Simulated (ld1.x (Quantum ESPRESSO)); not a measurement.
**ruthenium (Ru), PAW: configuration errors across variants**

ld1.x (Quantum ESPRESSO) 7.5 input, shortened:

```
&input
   title='Ru', zed=44., rel=0, dft='PZ', iswitch=3,
   config='[Kr] 4d7 5s1 5p0'
 /
 &inputp
   pseudotype=3, lpaw=.true., tm=.true., lloc=-2, rcloc=2.10,
   nlcc=.true., new_core_ps=.true.,
   which_augfun='BESSEL', rmatch_augfun=1.05
 /
6
5S  1  0   1.00   0.00  2.25  3.00  0.0
5S  1  0   0.00   1.25  2.25  3.00  0.0
4P  2  1   6.00   0.00  1.95  2.10  0.0
5P  3  1   0.00   0.00  1.95  2.10  0.0
4D  3  2   7.00   0.00  1.00  1.35  0.0
4D  3  2   0.00   1.60  1.00  1.35  0.0
 &test
   configts(1)='4p6 4d7 5s1 5p0'
 /
```

All-electron excitation energies from the reference (eV): (1) 4p6 4d7 5s0 5p0 7.145; (2) 4p6 4d6 5s0 5p0 25.831; (3) 4p6 4d5 5s0 5p0 57.067; (4) 4p5 4d7 5s1 5p0 51.401; (5) 4p6 4d8 5s0 5p0 -0.843; (6) 4p6 4d6 5s1 5p1 6.067; (7) 4p6 4d7.5 5s0.5 5p0 -0.591; (8) 4p6 4d7 5s1 5p0 spin -1.624; (9) 4p6 4d7 5s0 5p0 spin 5.895.

Spin tests fill each open shell by Hund’s rule, majority spin first.

3 further variants failed, have other tests or another functional or relativity, and are left out.

A true bound ghost makes a file unfit for plane-wave use even where its test errors are small: the radial tests pick states by their node count and pass the ghost by.

Errors AE − PS in meV (a dash: test not solved or not reliable):

| change | (1) | (2) | (3) | (4) | (5) | (6) | (7) | (8) | (9) | bound ghosts |
| --- | --- | --- | --- | --- | --- | --- | --- | --- | --- | --- |
| base | +5.0 | -4.5 | -50 | +104 | +1.7 | +17 | +1.1 | -1.7 | +4.9 | none |
| waves 4p (bound): rcut 1.95, rcutus 2.88 bohr; 5p (bound): rcut 1.95, rcutus 2.88 bohr | +6.2 | -6.4 | -112 | – | – | – | – | – | – | none |
| wave 5s channel at 1.25 Ry: rcut 2.25, rcutus 3.00 bohr becomes 5s channel at -0.14 Ry: rcut 2.25, rcutus 3.00 bohr | +5.0 | -4.5 | -50 | – | – | – | – | – | – | none |
| all radii but the core radius scaled by about 1.36 (s 4.08, p 2.86, d 1.84 bohr, rcut 3.06/2.66/1.36); local potential all-electron potential smoothed inside 2.86 bohr (lloc = -2); augmentation BESSEL, radius 1.42 bohr | +22 | +4.3 | -84 | +83 | +15 | – | – | – | – | none |
| waves 4d (bound): rcut 1.00, rcutus 1.40 bohr; 4d channel at 1.6 Ry: rcut 1.00, rcutus 1.40 bohr | +5.4 | -4.3 | -50 | +105 | +2.2 | +18 | +1.3 | -1.7 | +5.3 | none |
| augmentation PSQ, inside the norm-conserving radii | -0.3 | -6.3 | -46 | +11 | -2.9 | -1.0 | -0.8 | -1.1 | -1.7 | none |
| type TM; waves now 5s (bound): rc 3.00 bohr; 4d (bound): rc 1.35 bohr; 4p (bound): rc 2.10 bohr; local potential the p channel | -8.2 | +13 | +51 | -49 | -11 | +154 | -3.4 | +41 | +22 | s |
| local potential all-electron potential smoothed inside 2.00 bohr (lloc = -1) | +13 | +4.2 | -48 | -65 | +7.7 | -1.0 | -2.5 | -4.1 | +12 | s |

(1) Give the same row for: local potential all-electron potential smoothed inside 1.90 bohr (lloc = -2).

## Answers

(1) +7.8, -2.5, -49, +203, +4.3, +25, +2.1, -1.8, +8.2; bound ghosts: none.
